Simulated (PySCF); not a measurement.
C2H4NO, SMILES CC([NH])=O, multiplicity 2. Coordinates come from a ωB97X-D3(BJ)/def2-SVP optimisation. The isomer is the one that the SMILES or the coordinates give; other isomers of the formula were not compared. The values are those of a single conformer.

Computed equilibrium geometry at ωB97X-D3(BJ)/def2-SVP (PySCF confirms it by a frequency run) as a Z-matrix (one conformer of several):
```
C
O 1 1.2236
N 1 1.3868 2 119.90
H 3 1.0306 1 106.89 2 -25.91
C 1 1.5068 2 123.78 3 174.26
H 5 1.0973 1 109.90 2 7.76
H 5 1.1008 6 110.07 1 120.50
H 5 1.1011 6 110.24 7 118.07
```
Charge 0, spin multiplicity 2.
